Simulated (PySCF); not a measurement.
# Ionising TlI

PBE0; Tl def2-SVP with ECP60, I def2-SVP with ECP28; scalar-relativistic core potentials (PySCF 2.14). Neutral (UKS): singlet (closed shell), Re = 2.867 Å, ωe = 149 cm⁻¹, De = 3.57 eV, HOMO -6.80 eV, LUMO -1.93 eV.

TlI⁺ (UKS): doublet (π ↑), Re = 3.411 Å, ωe = 67.6 cm⁻¹. The energies at the minima are -470.31045 hartree for TlI and -469.99585 for TlI⁺.

Question: Work out the adiabatic ionisation energy, without and with harmonic zero-point energies (1 hartree = 27.2114 eV, 1 eV = 8065.5 cm⁻¹), and the change of the bond length.

Answer: At PBE0: 0.31460 hartree = 8.561 eV between the minima; the zero-point term (67.6 − 149.0)/2 cm⁻¹ = -0.005 eV makes it 8.556 eV. Re changes by +54.4 pm against the neutral. Minus the HOMO energy is 6.80 eV, -1.76 eV from the value between the minima; self-interaction puts the Kohn–Sham level too high, less so with exact exchange. The electron leaves a π orbital, and the ion is left as a loose complex of an ion and an atom.

Spin–orbit coupling is left out, which matters for elements this heavy, above all for dissociation energies. States were picked by a PBE0 search and need not be the measured ground states.
